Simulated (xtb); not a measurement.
C3H6O, charge +1, doublet, geometry from GFN2-xTB (a state made from the parent by changing its charge; the spin is typed, not shown lowest); GFN2-xTB (xtb).

Here is a job for xtb.
```
$ xtb mol.xyz --gfn 2 --chrg 1 --uhf 1 --json

# file mol.xyz
10

C     -1.18597595    -0.14441293    -0.71373654
C     -0.01271310    -0.00375321     0.24223374
C      1.25579545     0.16576373    -0.57745768
O     -0.07584897    -0.02317817     1.41320140
H     -1.30258545    -1.21644870    -0.90209386
H     -1.03621479     0.37090044    -1.65944088
H     -2.06911206     0.23818194    -0.19380452
H      2.08828814    -0.17109857     0.04700893
H      1.22921474    -0.37762274    -1.51942441
H      1.35456264     1.23592760    -0.78409358
```

Output, abridged:

```
   ID    Z sym.   atoms
    1    6 C      1-3
    2    8 O      4
    3    1 H      5-10

           -------------------------------------------------
          |                Calculation Setup                |
           -------------------------------------------------

           -------------------------------------------------
          |                 G F N 2 - x T B                 |
           -------------------------------------------------

          ...................................................
          :                      SETUP                      :
          :.................................................:
          :  # basis functions                  22          :
          :  # atomic orbitals                  22          :
          :  # shells                           14          :
          :  # electrons                        23          :
          :  max. iterations                   250          :
          :  Hamiltonian                  GFN2-xTB          :
          :  restarted?                      false          :
          :  GBSA solvation                  false          :
          :  PC potential                    false          :
          :  electronic temp.          300.0000000     K    :
          :  accuracy                    1.0000000          :
          :  -> integral cutoff          0.2500000E+02      :
          :  -> integral neglect         0.1000000E-07      :
          :  -> SCF convergence          0.1000000E-05 Eh   :
          :  -> wf. convergence          0.1000000E-03 e    :
          :  Broyden damping             0.4000000          :
          :  net charge                          1          :
          :  unpaired electrons                  1          :
          ...................................................

 iter      E             dE          RMSdq      gap      omega  full diag
   1    -13.1378797 -0.131379E+02  0.422E+00    5.02       0.0  T
   2    -13.1752944 -0.374147E-01  0.259E+00    4.10       1.0  T
   3    -13.1767207 -0.142630E-02  0.118E+00    4.32       1.0  T
   4    -13.1778430 -0.112231E-02  0.252E-01    4.17       1.0  T
   5    -13.1780847 -0.241641E-03  0.976E-02    4.17       1.0  T
   6    -13.1781400 -0.553289E-04  0.489E-02    4.19       1.0  T
   7    -13.1781402 -0.161689E-06  0.207E-02    4.18       1.5  T
   8    -13.1781429 -0.275409E-05  0.261E-03    4.18      12.1  T
   9    -13.1781429 -0.387232E-08  0.626E-04    4.18      50.5  T
[...]
         :: total energy             -13.000801117225 Eh    ::
[...]
     5   1 H        0.924     0.177     1.221     1.728
     6   1 H        0.925     0.155     1.361     1.825
     7   1 H        0.924     0.176     1.229     1.734
     8   1 H        0.924     0.175     1.232     1.736
     9   1 H        0.925     0.156     1.352     1.818
    10   1 H        0.924     0.176     1.227     1.732

 Mol. C6AA /au·bohr⁶  :        623.145590
 Mol. C8AA /au·bohr⁸  :      13904.245801
 Mol. α(0) /au        :         37.269641

Wiberg/Mayer (AO) data.
largest (>0.10) Wiberg bond orders for each atom

 ---------------------------------------------------------------------------
     #   Z sym  total        # sym  WBO       # sym  WBO       # sym  WBO
 ---------------------------------------------------------------------------
     1   6 C    3.864 --     6 H    0.956     7 H    0.913     5 H    0.901
                             2 C    0.885     4 O    0.130
     2   6 C    3.888 --     4 O    2.023     1 C    0.885     3 C    0.885
     3   6 C    3.864 --     9 H    0.952     8 H    0.914    10 H    0.903
                             2 C    0.885     4 O    0.129
     4   8 O    2.428 --     2 C    2.023     1 C    0.130     3 C    0.129
     5   1 H    0.968 --     1 C    0.901
     6   1 H    0.976 --     1 C    0.956
     7   1 H    0.968 --     1 C    0.913
     8   1 H    0.968 --     3 C    0.914
     9   1 H    0.976 --     3 C    0.952
    10   1 H    0.969 --     3 C    0.903
 ---------------------------------------------------------------------------

Topologies differ in total number of bonds
Writing topology from bond orders to xtbtopo.mol

molecular dipole:
                 x           y           z       tot (Debye)
 q only:        0.064       0.019      -1.267
   full:        0.064       0.019      -1.301       3.312
molecular quadrupole (traceless):
                xx          xy          yy          xz          yz          zz
 q only:        5.205       1.319      -3.247       0.395       0.051      -1.958
  q+dip:        4.874       1.226      -2.337       0.403       0.070      -2.538
   full:        5.312       1.270      -1.950       0.470       0.093      -3.362

           -------------------------------------------------
          | TOTAL ENERGY              -13.000801117225 Eh   |
          | GRADIENT NORM               0.000096596136 Eh/α |
          | HOMO-LUMO GAP               4.181484195580 eV   |
           -------------------------------------------------

normal termination of xtb
```
